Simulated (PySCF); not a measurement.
CH5ClF2Si2, SMILES F[Si@H]([SiH2]Cl)CF. Atoms are numbered in the order given.

```xyz
11

F     -1.8812    -0.2248    -1.4456
C     -1.9544     0.1218    -0.0917
Si    -0.6038    -0.9239     0.7341
F     -0.4452    -0.4602     2.2949
Si     1.3701    -0.4481    -0.4404
Cl     1.3924     1.6361    -0.6294
H     -2.9736    -0.0809     0.2793
H     -1.7508     1.2010     0.0130
H     -0.9737    -2.3659     0.7162
H      2.6003    -0.8702     0.2837
H      1.3642    -1.0551    -1.7985
```

The structure is a stationary point at B3LYP-D3(BJ)/def2-SVP. The structure was generated by enumeration; whether it is a known compound was not checked. One conformer was computed; it need not be the lowest.

Two levels are set side by side: PBE/pcSseg-1 (PySCF) and B3LYP/pcSseg-1 (PySCF). GIAO shifts against CFCl3 (¹⁹F), HCl (³⁵Cl), TMS (²⁹Si), TMS (¹H), TMS (¹³C) at the same level; non-relativistic, no solvent, atoms listed together averaged. Without spin–orbit terms, shifts of atoms bonded to Cl or Br come out too high at both levels. Differences are taken from unrounded values.

| quantity | PBE |
|---|---|
| δ(¹⁹F) of F1 (ppm) | -332.8 |
| δ(¹³C) of C2 (ppm) | 78.5 |
| δ(²⁹Si) of Si3 (ppm) | 14.2 |
| δ(¹⁹F) of F4 (ppm) | -258.8 |
| δ(²⁹Si) of Si5 (ppm) | -21.3 |
| δ(³⁵Cl) of Cl6 (ppm) | -109.6 |
| δ(¹H) of H9 (ppm) | 5.85 |

### Question
These are the PBE values. What does B3LYP give? (An estimate is asked for; the answer gives what the named calculation found.)

### Answer

```csv
quantity,B3LYP,PBE minus B3LYP
δ(¹⁹F) of F1 (ppm),-314.7,-18.2
δ(¹³C) of C2 (ppm),77.2,1.3
δ(²⁹Si) of Si3 (ppm),10.7,3.6
δ(¹⁹F) of F4 (ppm),-238.5,-20.2
δ(²⁹Si) of Si5 (ppm),-21.3,-0.1
δ(³⁵Cl) of Cl6 (ppm),-116.6,7.0
δ(¹H) of H9 (ppm),5.54,0.31
```

Rough cost on one machine, each run with all the roots and properties that it gave: B3LYP against PBE within a factor of 2.
